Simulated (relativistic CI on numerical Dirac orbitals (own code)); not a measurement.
**Hyperfine structure of Eu XXIV, mass number 151**

Method of calculation: Dirac-Coulomb-Breit CI, separate exchange-only KLI orbitals for each configuration, a model potential for QED, unscaled Slater integrals (own radial code, finite nucleus).

CI space (outside the closed core [Ar] 3d10): 4s2 4p6 4d4, 4s2 4p5 4d5, 4s2 4p6 4d3 4f, 4s 4p6 4d5, 4s 4p6 4d4 4f, 4s2 4p6 4d3 5s, 4s2 4p6 4d3 5p, 4s2 4p6 4d2 4f 5s, 4s2 4p6 4d3 5d, 4s2 4p6 4d2 5s 5p, 4s2 4p6 4d3 6s, 4p6 4d6, 4p5 4d7, 4s2 4p6 4d2 5s2, 4s2 4p6 4d 4f 5s2, 4s 4p6 4d2 4f 5s2, 4s2 4p6 4d 5s2 5p. Double excitations out of closed p, d and f shells are left out; levels of such configurations are missing from the list, as are those of other unlisted configurations, and high levels can miss mixing partners.

Nuclear spin I = 5/2, μ = 3.4635 μN, Q = 0.903 b (tables of Stone and Pyykkö). The electronic factors are computed for point nuclear moments, without core polarisation or the Bohr-Weisskopf and QED corrections.

| Level | E (cm⁻¹) | A (MHz) | B (MHz) |
| --- | --- | --- | --- |
| 4s2 4p6 4d4 5D_1 | 34261.4 | -259.1 | 2540 |
| 4s2 4p6 4d4 5D_2 | 55595.2 | 4229 | 2930 |
| 4s2 4p6 4d4 5D_3 | 67203.7 | 6996 | 308 |
| 4s2 4p6 4d4 3G_3 | 110213.7 | 9083 | 1510 |
| 4s2 4p6 4d4 3H_5 | 120102.5 | 9404 | 5660 |
| 4s2 4p6 4d4 3P_1 | 123339.5 | 8902 | -63.3 |
| 4s2 4p6 4d4 3H_6 | 128496.7 | 9803 | 6310 |
| 4s2 4p6 4d4 3G_4 | 137350.7 | 10710 | -2770 |

Levels with J = 0, under 50 % of one LS term, or S terms without an open s electron are left out. Small factors come from cancelling terms and can be off by tens of per cent or more.

At this charge energies of transitions that change n are usually good to better than 1 %, and those within a shell (Δn = 0) to a few per cent. Terms inside the open d or f shell come out 10 to 20 % too wide with unscaled integrals.

(1) Give the hyperfine levels of 4s2 4p6 4d4 5D_2 relative to its centre of gravity.

Answers

(1) With K = F(F + 1) − I(I + 1) − J(J + 1), E = AK/2 + B[¾K(K + 1) − I(I + 1)J(J + 1)]/[2I(2I − 1)J(2J − 1)]: F = 1/2: -27550, F = 3/2: -22530, F = 5/2: -13420, F = 7/2: 868.1, F = 9/2: 21880 MHz.

LS names give the leading component of a level, which can be under half, so a name can repeat, a term be missing and a line seem to break the LS rules.
